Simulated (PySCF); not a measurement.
Molecule: `[SiH3]C([SiH3])[SiH3]`, CH$_{10}$Si$_{3}$.

Cartesian coordinates in Å; atom numbers follow the order of the lines, from 1:
```xyz
14

Si    0.068    1.682   -0.854
C     0.024    0.165    0.293
Si    1.538   -0.963    0.060
Si   -1.617   -0.791    0.170
H     1.307    2.438   -0.643
H    -0.004    1.260   -2.254
H    -1.065    2.566   -0.561
H     0.081    0.551    1.316
H     2.772   -0.199    0.268
H     1.546   -1.528   -1.291
H     1.506   -2.057    1.037
H    -1.635   -1.886    1.146
H    -2.742    0.104    0.461
H    -1.781   -1.343   -1.176
```

Frames of a GFN2-xTB Langevin trajectory at 200 K; GIAO PBE0/pcSseg-1 shieldings in PySCF 2.14, gas phase, non-relativistic; equivalent atoms averaged within each frame.

Shifts are taken against calculated references (same method and geometry level): 29Si (σref 349.16) and 13C (σref 186.93) and 1H (σref 31.72) against TMS. The references are static minima.

Task: How do the shifts (ppm) fluctuate along the trajectory?

Result: 
```csv
time (fs),Si1/Si3/Si4,C2,H5/H6/H7/H9/H10/H11/H12/H13/H14,H8
optimised geometry,-67.6,-22.3,4.07,-0.92
250,-66.5,-24.2,4.21,-1.03
425,-67.6,-17.8,4.23,0.06
625,-65.7,-26.4,4.00,-0.99
800,-68.1,-21.1,4.34,-1.08
1000,-67.1,-24.5,4.11,-0.48
mean of frames,-67.0,-22.8,4.18,-0.70
standard deviation,0.9,3.4,0.13,0.49
```

5 frames give an uncertainty of the mean of about the standard deviation over 2.2 at best, since frames this close in time may not be independent; classical motion lacks zero-point vibration, and the reference would need the same averaging.
